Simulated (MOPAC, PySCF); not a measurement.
H₆Si₄, SMILES `[SiH3][Si]1=[SiH][SiH2]1`, neutral singlet in the gas phase. 

Cartesian coordinates (Å):
SMILES: [SiH3][Si]1=[SiH][SiH2]1
```xyz
10

Si    -2.3691     0.1032     0.0483
Si    -0.0560    -0.0987    -0.1355
Si     1.6387    -0.9085    -1.1086
Si     2.0312     0.4596     0.6641
H     -3.0014    -0.5177    -1.1432
H     -2.8330    -0.5846     1.2810
H     -2.7334     1.5414     0.1241
H      2.2057    -1.7629    -2.1866
H      2.5849     1.8325     0.4897
H      2.5323    -0.0644     1.9665
```
Charge 0, multiplicity 1.

All levels are single points at this geometry (PBE0-D3(BJ)/def2-TZVP); Pople sets use spherical d functions. Orbital energies aren't observables, and empty levels follow the basis.

| level | HOMO (eV) | LUMO (eV) | gap (eV) | dipole (D) | vertical IE, Delta-SCF (eV) |
|---|---|---|---|---|---|
| PBE0-D3(BJ)/def2-TZVP in PySCF | -6.11 | -1.99 | 4.12 | 0.90 | – |
| B3LYP/3-21G in PySCF | -5.92 | -1.97 | 3.95 | 0.93 | – |
| B3LYP/6-311+G** in PySCF | -5.89 | -2.07 | 3.82 | 0.83 | – |
| PBE/6-31G* in PySCF | -5.24 | -2.56 | 2.68 | 0.84 | 7.76 |
| HF/3-21G in PySCF | -7.68 | 0.86 | 8.53 | 0.96 | – |
| PM6 in MOPAC | -7.54 | -1.84 | 5.70 | 0.44 | – |
